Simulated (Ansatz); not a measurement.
Reaction (isomerisation): `CC=C1CCCC1` → `C1C[C@H]2CC[C@@H]1C2`

Isolated molecules relaxed with PBE0-D4/def2-TZVP in Ansatz; ΔE leaves out vibrations. CCSD(T)/CBS adds triple-zeta CCSD(T) − MP2 to the extrapolated MP2 energy (def2 sets, frozen cores). DFT in def2-TZVPP.

Is it downhill or uphill in electronic energy at CCSD(T)/CBS, and by how much? (Estimate.)

Ansatz gave: Downhill: ΔE = -45.2 kJ/mol.

What do these levels give: PBE0-D4, BHLYP-D4, PBE0, r2SCAN0, SCS-MP2/def2-TZVPP, CCSD(T)/def2-TZVPP? (Best estimate.)

Computed: PBE0-D4 -48.7, BHLYP-D4 -32.8, PBE0 -44.3, r2SCAN0 -45.8, SCS-MP2/def2-TZVPP -48.8, CCSD(T)/def2-TZVPP -46.5 kJ/mol.

Largest T1 diagnostic among the species: 0.010.

In def2-TZVPP, CCSD(T) changes the Hartree–Fock value by −26.5 kJ/mol (the triples alone add −0.6 kJ/mol) and MP2 by −38.0 kJ/mol. From BLYP to BHLYP (50 % exact exchange), in def2-TZVPP and without D4, ΔE moves by −28.5 kJ/mol.
